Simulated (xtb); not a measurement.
Al(H)(F)(NMe2) (C₂H₇AlFN), SMILES C[N](C)[AlH][F]. All values are semi-empirical tight-binding results from xtb (GFN2-xTB unless named), good for trends rather than for accurate numbers. The structure is a stationary point at GFN2-xTB. One conformer was computed; it need not be the lowest.

Optimised geometry:

Bonds (Å): Al1–H2 1.512, Al1–F3 1.647, Al1–N4 1.792, N4–C5 1.452, N4–C6 1.450, C5–H7 1.096, C5–H8 1.096, C5–H9 1.091, C6–H10 1.096, C6–H11 1.096, C6–H12 1.092. Bond angles (°): H2–Al1–F3 117.2, H2–Al1–N4 118.6, F3–Al1–N4 124.2, Al1–N4–C5 128.3, Al1–N4–C6 118.6, C5–N4–C6 113.2, N4–C5–H7 111.1, N4–C5–H8 111.1, N4–C5–H9 109.0, H7–C5–H8 108.1, H7–C5–H9 108.7, H8–C5–H9 108.7, N4–C6–H10 111.3, N4–C6–H11 111.3, N4–C6–H12 108.5, H10–C6–H11 108.3, H10–C6–H12 108.7, H11–C6–H12 108.7.

For metal compounds this method's bond lengths and energies can be far off.

Problem. Estimate the properties. (The exact figures need the calculation; the answer reports its results.)

Solution. 
```json
{
 "point_group_as_xtb_finds_it": "Cs",
 "orbital_gap": "3.27 eV",
 "zero_point_energy": "55.7 kcal/mol",
 "G − E(el) at 298.15 K (modified RRHO)": "36.0 kcal/mol"
}
```

Computed atomic charges and the Wiberg bond orders between heavy atoms:
charges (e) Al1 0.42, H2 -0.10, F3 -0.25, N4 -0.24, C5 -0.03, C6 -0.03, H7 0.03, H8 0.03, H9 0.06, H10 0.03, H11 0.03, H12 0.05. Bond orders Al1–F3 1.26, Al1–N4 1.22, N4–C5 1.01, N4–C6 1.01.
